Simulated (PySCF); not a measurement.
SCF from a fresh guess for singlet SeOBr2, at the PBE minimum. PySCF input:

```python
from pyscf import gto, scf, dft
mol = gto.M(atom='''
Se     0.000000    -0.934990    -0.000000
O     -1.504270    -1.551710     0.000000
Br     0.152440     0.630660    -1.859880
Br     0.152440     0.630660     1.859880''',
    basis={'Se': 'def2-SVP', 'O': 'def2-SVP', 'Br': 'def2-SVP'},
    charge=0, spin=0)
mf = dft.RKS(mol, xc='PBE')
mf.grids.atom_grid = (50, 194)
aux = {'Se': 'def2-universal-JKFIT', 'O': 'def2-universal-JKFIT', 'Br': 'def2-universal-JKFIT'}
mf = mf.density_fit(auxbasis=aux)
mf.conv_tol = 1e-08
mf.diis_space = 10
mf.max_cycle = 60
mf.init_guess = 'minao'
mf.verbose = 4
mf.kernel()
```

Excerpt of the output (cycles and frontier levels):

```
init E= -7620.25808603659
  HOMO = -0.289983047021934  LUMO = -0.15057195483168  gap/eV = 3.79357
cycle= 1 E= -7622.63091748588  delta_E= -2.37  |g|= 1.12  |ddm|= 2.66
  HOMO = -0.230400984432213  LUMO = -0.0249741784842277  gap/eV = 5.58995
cycle= 2 E= -7617.28312646877  delta_E= 5.35  |g|= 3.61  |ddm|= 4.91
  HOMO = -0.218186915171227  LUMO = -0.155540921267533  gap/eV = 1.70468
cycle= 3 E= -7622.46107375808  delta_E= -5.18  |g|= 1.16  |ddm|= 4.75
  HOMO = -0.258604630279983  LUMO = -0.140948851227471  gap/eV = 3.20158
cycle= 4 E= -7622.87995973606  delta_E= -0.419  |g|= 0.314  |ddm|= 1.59
  HOMO = -0.269751085762993  LUMO = -0.164323962338083  gap/eV = 2.86882
cycle= 5 E= -7622.90247235371  delta_E= -0.0225  |g|= 0.149  |ddm|= 0.423
  HOMO = -0.265793204207881  LUMO = -0.156793124749094  gap/eV = 2.96604
cycle= 6 E= -7622.90703626356  delta_E= -0.00456  |g|= 0.0415  |ddm|= 0.152
  HOMO = -0.26540227541354  LUMO = -0.157291568935895  gap/eV = 2.94184
cycle= 7 E= -7622.90715319841  delta_E= -0.000117  |g|= 0.0362  |ddm|= 0.0406
  HOMO = -0.265337121442533  LUMO = -0.156795652905863  gap/eV = 2.95356
cycle= 8 E= -7622.90739482676  delta_E= -0.000242  |g|= 0.0164  |ddm|= 0.0192
  HOMO = -0.265850962309316  LUMO = -0.157233609234232  gap/eV = 2.95563
cycle= 9 E= -7622.90745735962  delta_E= -6.25e-05  |g|= 0.00255  |ddm|= 0.0156
  HOMO = -0.265682686275732  LUMO = -0.157085131168246  gap/eV = 2.95509
cycle= 10 E= -7622.90745883096  delta_E= -1.47e-06  |g|= 0.000541  |ddm|= 0.00293
  HOMO = -0.26568918828482  LUMO = -0.157078349241062  gap/eV = 2.95545
cycle= 11 E= -7622.90745890171  delta_E= -7.07e-08  |g|= 8.04e-05  |ddm|= 0.000522
  HOMO = -0.265687774259454  LUMO = -0.15708167967991  gap/eV = 2.95532
cycle= 12 E= -7622.90745890374  delta_E= -2.03e-09  |g|= 3.76e-05  |ddm|= 0.000167
  HOMO = -0.265690788026714  LUMO = -0.157081201600599  gap/eV = 2.95542
Extra cycle  E= -7622.907458894  delta_E= 9.74e-09  |g|= 0.000206  |ddm|= 0.000242
converged SCF energy = -7622.907458894
```

No lower solution of this spin was found by a stability analysis within the restricted form, which does not test spin polarisation.

The search for the lowest solution, with the stability check, took 24 s on 2 threads of a shared AMD EPYC 7R43 64-Core (Zen 3) host, with 110 basis functions; the process peaked at 0.32 GiB.
